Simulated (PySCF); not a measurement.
Where the electron goes

C₄H₅BF₃NO.
SMILES with atom numbers: `[BH3-:1][N+:2]#[C:3][CH2:4][C:5](=[O:6])[C:7]([F:8])([F:9])[F:10]` (hydrogens: H11, H12, H13 on B1; H14, H15 on C4)

Cartesian coordinates in Å at the PBE0-D3(BJ)/def2-SVP level; atoms count from 1:
```
atom  x, y, z in Å
B1     3.3732    0.5694    0.3008
N2     1.9436    0.0359    0.3062
C3     0.8689   -0.3736    0.3194
C4    -0.4816   -0.8914    0.3354
C5    -1.4455   -0.0534   -0.4935
O6    -1.1580    0.9380   -1.0879
C7    -2.8898   -0.6007   -0.4932
F8    -3.6779    0.1309   -1.2430
F9    -3.3520   -0.6115    0.7590
F10   -2.8907   -1.8571   -0.9421
H11    3.6825    0.6913    1.4782
H12    3.3256    1.6363   -0.2939
H13    4.0382   -0.2749   -0.2836
H14   -0.4964   -1.9303   -0.0373
H15   -0.8578   -0.9347    1.3728
```

Computed, not measured: TDDFT PBE0/def2-SVPD, vertical, gas phase, core orbitals frozen in the response (PySCF).

Kohn–Sham orbitals with the atoms that hold most of them (Löwdin shares over 4%, at most four atoms; ? is withheld):

| orbital | ε (eV) | atoms |
| --- | --- | --- |
| LUMO+2 | -0.97 | N2 32%, C3 30%, C4 14%, H14 6% |
| LUMO+1 | -1.12 | N2 31%, C3 29%, C4 13%, C5 6% |
| LUMO | ? | ? |
| HOMO | -7.92 | B1 38%, H12 26%, H13 11%, N2 10% |
| HOMO-1 | -7.93 | B1 38%, H11 22%, H13 18%, N2 10% |
| HOMO-2 | -9.65 | O6 58%, C5 11%, C4 9%, C7 8% |
| HOMO-3 | -10.88 | B1 38%, H12 15%, H13 15%, H11 15% |

Which atoms hold the LUMO, and with what shares?

C5 (bonded to 2 C and O) 39%; O6 (bonded to C) 36%; C4 (bonded to 2 C and 2 H) 6%; C7 (bonded to C and 3 F) 5%. By element: carbon 50% or more, oxygen 36%.

What is the LUMO energy, and the HOMO–LUMO gap?

ε(LUMO) = -2.84 eV; the gap is 5.08 eV (0.1869 hartree).

How does S1 compare with the orbital gap of 5.08 eV?

S1 is at 4.20 eV (f = 0.0000), 0.88 eV below the gap, made of HOMO-1/HOMO→LUMO (≥69%), HOMO-2→LUMO (27%). 

Next come S2 at 4.35 eV (f 0.0085), HOMO-1/HOMO→LUMO (≥94%); S3 at 4.50 eV (f 0.0003), HOMO-2→LUMO (71%), HOMO-1/HOMO→LUMO (≥25%); S4 at 5.37 eV (f 0.0006), HOMO-1/HOMO→LUMO+1 (≥74%), HOMO-1/HOMO→LUMO+2 (≥18%); S5 at 5.56 eV (f 0.010), HOMO-1/HOMO→LUMO+1 (≥52%), HOMO-1/HOMO→LUMO+2 (≥40%).

Orbitals of the list HOMO-3 to LUMO+2 that lie within 0.01 eV of each other are written together with a slash and their weights summed (≥ marks a lower bound); for degenerate orbitals outside that list single weights are arbitrary.

The run took 4.2 min on one thread, Arm Neoverse N1 (aarch64), no GPU, shared host with 64 logical CPUs at a one-minute load of 14, and the process peaked at 1.2 GiB of memory.

One conformer stands for the species.
